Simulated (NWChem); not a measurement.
Everything below was run with NWChem. System: C2H2ClF, charge 0, spin multiplicity 1, at a geometry optimised with PBE0/def2-SVP. The structure started from a generated list of species. Level: PBE/def2-TZVPD.

Output (cleaned and shortened):

```
             Northwest Computational Chemistry Package (NWChem) 7.3.0
             --------------------------------------------------------

                                NWChem Input Module
                                -------------------

 Scaling coordinates for geometry "geometry" by  1.889725989
 (inverse scale =  0.529177249)

 Turning off AUTOSYM since
 SYMMETRY directive was detected!

                             Geometry "geometry" -> ""
                             -------------------------

 Output coordinates in angstroms (scale by  1.889725989 to convert to a.u.)

  No.       Tag          Charge          X              Y              Z
 ---- ---------------- ---------- -------------- -------------- --------------
    1 C                    6.0000     1.64483500    -0.15406800     0.00000000
    2 C                    6.0000     0.32705700    -0.31239800     0.00000000
    3 F                    9.0000    -0.25451600    -1.49589900     0.00000000
    4 Cl                  17.0000    -0.81821300     0.96804000     0.00000000
    5 H                    1.0000     2.08323000     0.84179200     0.00000000
    6 H                    1.0000     2.28569500    -1.03658000     0.00000000

 Effective nuclear repulsion energy (a.u.)     149.6636181598

            Nuclear Dipole moment (a.u.)
            ----------------------------
        X                 Y               Z
 ---------------- ---------------- ----------------
     0.0000226767     0.0000094486     0.0000000000

      Symmetry information
      --------------------

 Group name             Cs
 Group number              2
 Group order               2
 No. of unique centers     6

      Symmetry unique atoms

     1    2    3    4    5    6


 Summary of "ao basis" -> "" (spherical)
 ------------------------------------------------------------------------------
       Tag                 Description            Shells   Functions and Types
 ---------------- ------------------------------  ------  ---------------------
 *                         def2-tzvpd                 on all atoms

  pbe96 is a nonlocal functional; adding pw91lda local functional.

                                 NWChem DFT Module
                                 -----------------

 Summary of "ao basis" -> "ao basis" (spherical)
 ------------------------------------------------------------------------------
       Tag                 Description            Shells   Functions and Types
[...]
 Vector   19  Occ=2.000000D+00  E=-2.997795D-01  Symmetry=a'
              MO Center= -6.6D-01,  7.9D-01, -1.0D-15, r^2= 1.8D+00
   Bfn.  Coefficient  Atom+Function         Bfn.  Coefficient  Atom+Function
  ----- ------------  ---------------      ----- ------------  ---------------
   130      0.399018  4 Cl px               131      0.359393  4 Cl py
   133      0.245714  4 Cl px               134      0.217628  4 Cl py
   127      0.186353  4 Cl px               128      0.168704  4 Cl py
   121     -0.153356  4 Cl px               122     -0.138623  4 Cl py
    82      0.103677  3 F  py                 5     -0.087910  1 C  s

 Vector   20  Occ=2.000000D+00  E=-2.370089D-01  Symmetry=a"
              MO Center=  6.6D-01, -2.6D-02,  4.0D-16, r^2= 2.6D+00
   Bfn.  Coefficient  Atom+Function         Bfn.  Coefficient  Atom+Function
  ----- ------------  ---------------      ----- ------------  ---------------
     9      0.299731  1 C  pz               132     -0.277011  4 Cl pz
    12      0.267904  1 C  pz                46      0.229121  2 C  pz
    49      0.198419  2 C  pz               135     -0.192109  4 Cl pz
    83     -0.161776  3 F  pz               129     -0.131584  4 Cl pz
    86     -0.130756  3 F  pz                15      0.127115  1 C  pz

 Vector   21  Occ=0.000000D+00  E=-4.673819D-02  Symmetry=a"
              MO Center=  8.7D-01, -1.1D-01, -1.3D-14, r^2= 3.0D+00
   Bfn.  Coefficient  Atom+Function         Bfn.  Coefficient  Atom+Function
  ----- ------------  ---------------      ----- ------------  ---------------
    46      0.366235  2 C  pz                49      0.363144  2 C  pz
    12     -0.280625  1 C  pz                 9     -0.269242  1 C  pz
    52      0.215655  2 C  pz               135     -0.180854  4 Cl pz
    83     -0.136796  3 F  pz               138     -0.125674  4 Cl pz
   178     -0.123533  6 H  pz                89     -0.116627  3 F  pz

 Vector   22  Occ=0.000000D+00  E=-2.394227D-02  Symmetry=a'
              MO Center= -5.8D-01,  7.6D-01,  4.2D-15, r^2= 5.2D+00
   Bfn.  Coefficient  Atom+Function         Bfn.  Coefficient  Atom+Function
  ----- ------------  ---------------      ----- ------------  ---------------
    43      0.995075  2 C  s                 42      0.883117  2 C  s
   172     -0.868810  6 H  s                  6      0.449657  1 C  s
    13      0.427409  1 C  px                41      0.375052  2 C  s
    80     -0.366040  3 F  s                136     -0.367007  4 Cl px
   120     -0.363100  4 Cl s                137      0.358500  4 Cl py

 Vector   23  Occ=0.000000D+00  E=-5.428019D-03  Symmetry=a'
              MO Center=  7.8D-01,  2.2D-01,  5.9D-15, r^2= 9.0D+00
   Bfn.  Coefficient  Atom+Function         Bfn.  Coefficient  Atom+Function
  ----- ------------  ---------------      ----- ------------  ---------------
   163      2.668716  5 H  s                 43     -2.207167  2 C  s
    42     -1.550785  2 C  s                 80      1.407117  3 F  s
     6     -1.161077  1 C  s                 13     -0.843943  1 C  px
    14     -0.827764  1 C  py               172      0.762828  6 H  s
     5     -0.654237  1 C  s                168     -0.512671  5 H  py

 center of mass
 --------------
 x =  -0.12714783 y =  -0.00856102 z =   0.00000000

 moments of inertia (a.u.)
 ------------------
         280.448959918920          90.619976466861           0.000000000000
          90.619976466861         241.645885827693           0.000000000000
           0.000000000000           0.000000000000         522.094845746614

     Multipole analysis of the density
     ---------------------------------

     L   x y z        total         alpha         beta         nuclear
     -   - - -        -----         -----         ----         -------
     0   0 0 0     -0.000000    -20.000000    -20.000000     40.000000

     1   1 0 0      0.436304      0.218141      0.218141      0.000023
     1   0 1 0      0.107685      0.053838      0.053838      0.000009
     1   0 0 1     -0.000000     -0.000000     -0.000000      0.000000

     2   2 0 0    -20.239555    -78.689529    -78.689529    137.139504
     2   1 1 0     -0.582908     22.541373     22.541373    -45.665653
     2   1 0 1      0.000000      0.000000      0.000000      0.000000
     2   0 2 0    -21.905025    -79.840553    -79.840553    137.776080
     2   0 1 1     -0.000000     -0.000000     -0.000000      0.000000
     2   0 0 2    -22.833726    -11.416863    -11.416863      0.000000

 Task  times  cpu:       71.8s     wall:       71.8s

 Total times  cpu:       71.9s     wall:       71.9s
```

**Question.** Write an NWChem input that would produce this output.

**Answer.** One answer among several that fit: 
```
start mol
memory heap 200 mb stack 900 mb global 1100 mb
geometry units angstroms nocenter noautoz
  C      1.644835    -0.154068     0.000000
  C      0.327057    -0.312398     0.000000
  F     -0.254516    -1.495899     0.000000
  Cl    -0.818213     0.968040     0.000000
  H      2.083230     0.841792     0.000000
  H      2.285695    -1.036580     0.000000
  symmetry group Cs
end
basis spherical
  * library def2-tzvpd
end
dft
  xc xpbe96 cpbe96
  semidirect memsize 60000000 filesize 0
  iterations 100
end
task dft energy
```
